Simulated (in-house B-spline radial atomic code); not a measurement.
# PBEsol excitations of Zr4+

Method: PBEsol. Computed with an all-electron radial atomic-structure program (B-spline basis): linear response of the closed shell [Ar] 3d10 4s2 4p6 with the functional's adiabatic kernel; non-relativistic, point nucleus, no spin-orbit coupling, no double excitations, S, P, D and F terms only; shells from n = 2 respond. Only terms of natural parity with L up to 3 were computed.

Without relativity these are model numbers for so heavy an element.

Command:
```bash
python run_td.py task.json out
```
Settings (radii: box in bohr, nucleus in fm):
```
Z                        40
electrons                36
configuration            [Ar] 3d10 4s2 4p6
hamiltonian              nr
method                   pbesol
box_radius               19.1
intervals                55
```

Time taken, with all properties: 1.1 s on 1 thread of Intel(R) Xeon(R) Platinum 8559C (Emerald Rapids) (shared host).

The lowest states, in the order of their Tamm-Dancoff energies; the method's threshold (minus the highest occupied level) is 72.51 eV. Labels give the largest channel, * marks a mixed state, and oscillator strengths are full-response dipole values. Semilocal kernels can invert the small singlet-triplet splittings of Rydberg terms. Energies in eV:

```tsv
state	full response	Tamm-Dancoff	oscillator strength
4p → 4d 3P	?	?	-
4p → 4d 3F	?	?	-
4p → 4d 1F	32.30	32.33	-
4p → 5s 3P	39.56	39.57	-
```

Where does 4p → 4d 3P lie?

At 29.644 eV in full response, 29.718 eV in Tamm-Dancoff.

Where does 4p → 4d 3F lie?

At 30.06 eV in full response, 30.14 eV in Tamm-Dancoff.

How large is the singlet-triplet splitting of 4p → 4d (F terms) in Tamm-Dancoff?

2.19 eV, from the unrounded values.

What polarisabilities and dispersion coefficient does the method give?

Dipole 3.048 bohr³, quadrupole 6.215 bohr⁵, C6 11.02 hartree·bohr⁶ for two such species.
